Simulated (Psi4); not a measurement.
CH₂N (SMILES C#[NH+]), charge +1, singlet, at a GFN2-xTB geometry; BLYP/def2-TZVP run with Psi4.

Here is a job for Psi4.
```
memory 2 GB

molecule {
1 1
  C    -0.00000000   -0.00000000   -0.60033760
  N     0.00000000    0.00000000    0.53266898
  H    -0.00000000   -0.00000000   -1.67489223
  H     0.00000000    0.00000000    1.54823496
}

set basis def2-tzvp
set scf_type pk
set puream true
set d_convergence 1e-8
set dft_radial_points 99
set dft_spherical_points 590

energy('blyp')
print_variables()
```

It wrote (shortened):

```
   => Loading Basis Set <=

    Name: DEF2-TZVP
    Role: ORBITAL
    Keyword: BASIS

         ---------------------------------------------------------
                                   SCF
               by Justin Turney, Rob Parrish, Andy Simmonett
                          and Daniel G. A. Smith
                              RKS Reference
         ---------------------------------------------------------

  ==> Geometry <==

    Molecular point group: c2v
    Full point group: C_inf_v

    Geometry (in Angstrom), charge = 1, multiplicity = 1:

       Center              X                  Y                   Z               Mass
    ------------   -----------------  -----------------  -----------------  -----------------
         C            0.000000000000     0.000000000000    -0.604881118087    12.000000000000
         N            0.000000000000     0.000000000000     0.528125461913    14.003074004430
         H            0.000000000000     0.000000000000    -1.679435748087     1.007825032230
         H            0.000000000000     0.000000000000     1.543691441913     1.007825032230

  Running in c2v symmetry.

  Rotational constants: A = ************  B =      1.24498  C =      1.24498 [cm^-1]
  Rotational constants: A = ************  B =  37323.60090  C =  37323.60090 [MHz]
  Nuclear repulsion =   29.538490618796082

  Charge       = 1
  Multiplicity = 1
  Electrons    = 14
  Nalpha       = 7
  Nbeta        = 7

  ==> Algorithm <==

  SCF Algorithm Type is PK.
  DIIS enabled.
  MOM disabled.
  Fractional occupation disabled.
  Guess Type is SAD.
  Energy threshold   = 1.00e-06
  Density threshold  = 1.00e-08
  Integral threshold = 1.00e-12

  ==> Primary Basis <==

  Basis Set: DEF2-TZVP
    Blend: DEF2-TZVP
    Number of shells: 30
    Number of basis functions: 74
    Number of Cartesian functions: 84
    Spherical Harmonics?: true
    Max angular momentum: 3

  ==> DFT Potential <==

   => LibXC <=

    Version 7.1.2
    S. Lehtola, C. Steigemann, M. J. T. Oliveira, and M. A. L. Marques,  SoftwareX 7, 1–5 (2018) (10.1016/j.softx.2017.11.002)

   => Composite Functional: BLYP <=

    BLYP GGA Exchange-Correlation Functional

    P.J. Stephens et. al., J. Phys. Chem., 98, 11623-11627, 1994
    B. Miehlich et. al., Chem. Phys. Lett., 157(3), 200-206 1989

    Deriv               =              1
    GGA                 =           TRUE
    Meta                =          FALSE

    Exchange Hybrid     =          FALSE
    MP2 Hybrid          =          FALSE

   => Exchange Functionals <=

    1.0000     XC_GGA_X_B88

   => Correlation Functionals <=

    1.0000     XC_GGA_C_LYP

   => LibXC Density Thresholds  <==

    XC_GGA_C_LYP:  1.00E-14
    XC_GGA_X_B88:  1.00E-15

   => Molecular Quadrature <=

    Radial Scheme          =       TREUTLER
    Pruning Scheme         =           NONE
    Nuclear Scheme         =       TREUTLER

    Blocking Scheme        =         OCTREE
    BS radius alpha        =              1
    Pruning alpha          =              1
    Radial Points          =             99
    Spherical Points       =            590
    Total Points           =         224913
    Total Blocks           =           1721
    Max Points             =            256
    Max Functions          =             74
    Weights Tolerance      =       1.00E-15

  ==> Integral Setup <==

  Using in-core PK algorithm.
   Calculation information:
      Number of atoms:                   4
      Number of AO shells:              30
      Number of primitives:             52
      Number of atomic orbitals:        84
      Number of basis functions:        74

      Integral cutoff                 1.00e-12
      Number of threads:                 1

  Performing in-core PK
  Using 7703400 doubles for integral storage.
  We computed 107764 shell quartets total.
  Whereas there are 108345 unique shell quartets.

  ==> DiskJK: Disk-Based J/K Matrices <==

    J tasked:                  Yes
    K tasked:                   No
    wK tasked:                  No
    Schwarz Cutoff:          1E-12

  Minimum eigenvalue in the overlap matrix is 2.6074495669E-04.
  Reciprocal condition number of the overlap matrix is 4.5445087416E-05.
    Using symmetric orthogonalization.

  ==> Pre-Iterations <==

  SCF Guess: Superposition of Atomic Densities via on-the-fly atomic UHF (no occupation information).

   -------------------------
    Irrep   Nso     Nmo
   -------------------------
     A1        36      36
     A2         6       6
     B1        16      16
     B2        16      16
   -------------------------
    Total      74      74
   -------------------------

  ==> Iterations <==

                        Total Energy        Delta E     RMS |[F,P]|

   @RKS iter SAD:   -93.61441101836368   -9.36144e+01   0.00000e+00
   @RKS iter   1:   -93.57525778505111    3.91532e-02   1.44522e-02 DIIS/ADIIS
   @RKS iter   2:   -93.23646252518070    3.38795e-01   2.38038e-02 DIIS/ADIIS
   @RKS iter   3:   -93.64600298170549   -4.09540e-01   9.08326e-03 DIIS/ADIIS
   @RKS iter   4:   -93.71955085102994   -7.35479e-02   1.44229e-03 DIIS/ADIIS
   @RKS iter   5:   -93.72127016644558   -1.71932e-03   1.54576e-04 DIIS/ADIIS
   @RKS iter   6:   -93.72129459842301   -2.44320e-05   2.76286e-05 DIIS
   @RKS iter   7:   -93.72129515754034   -5.59117e-07   4.44573e-06 DIIS
   @RKS iter   8:   -93.72129517733863   -1.97983e-08   1.44903e-07 DIIS
   @RKS iter   9:   -93.72129517735736   -1.87299e-11   4.39827e-08 DIIS
   @RKS iter  10:   -93.72129517735883   -1.46372e-12   6.14478e-09 DIIS
  Energy and wave function converged.

  ==> Post-Iterations <==

   Electrons on quadrature grid:
      Ntotal   =   13.9999999910 ; deviation = -8.987e-09

    Orbital Energies [Eh]
    ---------------------

    Doubly Occupied:

       1A1   -14.383488     2A1   -10.314141     3A1    -1.193549
       4A1    -0.907397     5A1    -0.816341     1B1    -0.661646
       1B2    -0.661646

    Virtual:

       2B2    -0.342294     2B1    -0.342294     6A1    -0.230291
       7A1    -0.183504     8A1    -0.144890     3B2    -0.043361
       3B1    -0.043361     9A1    -0.015646     4B2     0.114643
       4B1     0.114643    10A1     0.129805    11A1     0.144679
      12A1     0.315588     1A2     0.315588    13A1     0.332585
      14A1     0.359038     5B1     0.426900     5B2     0.426900
      15A1     0.534954     2A2     0.812908    16A1     0.812908
      17A1     0.952576     6B2     0.967570     6B1     0.967570
       7B2     1.023112     7B1     1.023112    18A1     1.036825
      19A1     1.184832    20A1     1.512167     8B1     1.576231
       8B2     1.576231     9B2     1.695302     9B1     1.695302
      21A1     1.789505    22A1     1.971422    10B2     2.014742
      10B1     2.014742    23A1     2.208650    11B1     2.273353
      11B2     2.273353     3A2     2.344457    24A1     2.344457
      25A1     2.546555     4A2     2.567349    26A1     2.567349
      12B1     2.667462    12B2     2.667462    27A1     2.974080
      13B2     3.237514    13B1     3.237514    28A1     3.380596
      14B2     3.527903    14B1     3.527903    29A1     3.543651
      30A1     4.011410     5A2     4.011410     6A2     4.122861
      31A1     4.122861    15B1     4.452955    15B2     4.452955
      32A1     4.653105    16B2     5.141146    16B1     5.141146
      33A1     5.324483    34A1     6.180115    35A1    21.651359
      36A1    31.508234

    Final Occupation by Irrep:
             A1    A2    B1    B2
    DOCC [     5,    0,    1,    1 ]
    NA   [     5,    0,    1,    1 ]
    NB   [     5,    0,    1,    1 ]

  @RKS Final Energy:   -93.72129517735883

   => Energetics <=

    Nuclear Repulsion Energy =             29.5384906187960823
    One-Electron Energy =                -179.4916171335186732
    Two-Electron Energy =                  68.9388499136328221
    DFT Exchange-Correlation Energy =     -12.7070185762690606
    Empirical Dispersion Energy =           0.0000000000000000
    VV10 Nonlocal Energy =                  0.0000000000000000
    Total Energy =                        -93.7212951773588259

Computation Completed

Properties will be evaluated at   0.000000,   0.000000,   0.000000 [a0]

Properties computed using the SCF density matrix

 Multipole Moments:

 ------------------------------------------------------------------------------------
     Multipole            Electronic (a.u.)      Nuclear  (a.u.)        Total (a.u.)
 ------------------------------------------------------------------------------------

 L = 1.  Multiply by 2.5417464519 to convert [e a0] to [Debye]
 Dipole X            :          0.0000000            0.0000000            0.0000000
 Dipole Y            :          0.0000000            0.0000000            0.0000000
 Dipole Z            :          0.0177820           -0.1287901           -0.1110081
 Magnitude           :                                                    0.1110081

 ------------------------------------------------------------------------------------

  Variable Map:
  ----------------------------------------------------------------------------
  "CURRENT ENERGY"              =>     -93.721295177359
  "CURRENT REFERENCE ENERGY"    =>     -93.721295177359
  "DD SOLVATION ENERGY"         =>       0.000000000000
  "DFT FUNCTIONAL TOTAL ENERGY" =>     -93.721295177359
  "DFT TOTAL ENERGY"            =>     -93.721295177359
  "DFT VV10 ENERGY"             =>       0.000000000000
  "DFT XC ENERGY"               =>     -12.707018576269
  "GRID ELECTRONS ALPHA"        =>       6.999999995506
  "GRID ELECTRONS BETA"         =>       6.999999995506
  "GRID ELECTRONS TOTAL"        =>      13.999999991013
  "NUCLEAR REPULSION ENERGY"    =>      29.538490618796
  "ONE-ELECTRON ENERGY"         =>    -179.491617133519
  "PCM POLARIZATION ENERGY"     =>       0.000000000000
  "PE ENERGY"                   =>       0.000000000000
  "SCF ITERATION ENERGY"        =>     -93.721295177359
  "SCF ITERATIONS"              =>      10.000000000000
  "SCF TOTAL ENERGY"            =>     -93.721295177359
  "TWO-ELECTRON ENERGY"         =>      68.938849913633
  "XC GRID RADIAL POINTS"       =>      99.000000000000
  "XC GRID SPHERICAL POINTS"    =>     590.000000000000
  "XC GRID TOTAL POINTS"        =>  224913.000000000000

  Array Variable Map:
  ----------------------------------------------------------------------------
  "CURRENT DIPOLE"              =>       0.000000000000 ... -0.111008096752 1 by 3
  "SCF DIPOLE"                  =>       0.000000000000 ... -0.111008096752 1 by 3
  "SCF TOTAL ENERGIES"          =>     -93.614411018364 ... -93.721295177359 1 by 11
```
